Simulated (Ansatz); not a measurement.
Basis-set extrapolation for C2H9OPSi (`COC[SiH2]P`) (PBE0-D4/def2-TZVP geometry, frozen core, the Gaussian-basis code of Ansatz). Multiplicity 1, RHF reference.

|  | def2-TZVPP | def2-QZVPP |
| --- | --- | --- |
| HF | -785.573640 | -785.599893 |
| MP2 correlation | -0.869898 | -0.932663 |
| CCSD(T) correlation | -0.971583 | not run |

Energies in hartree. Use E(X) = E(∞) + A·exp(−7.88·√X) for Hartree–Fock and E(X) = E(∞) + B·X^(−2.97) for correlation, with X = 3 and 4, and add CCSD(T) minus MP2 of the smaller set to the MP2 limit.

Problem. What is the CCSD(T) energy at the basis-set limit?

Solution. HF limit: -785.599893 + (-0.026253) × 0.13774 = -785.60351. MP2 limit: -0.932663 + (-0.062765) × 0.74074 = -0.97916. Higher-order term: -0.971583 − (-0.869898) = -0.10169. Total: -786.68436 hartree, 3.79 eV below CCSD(T)/def2-TZVPP.
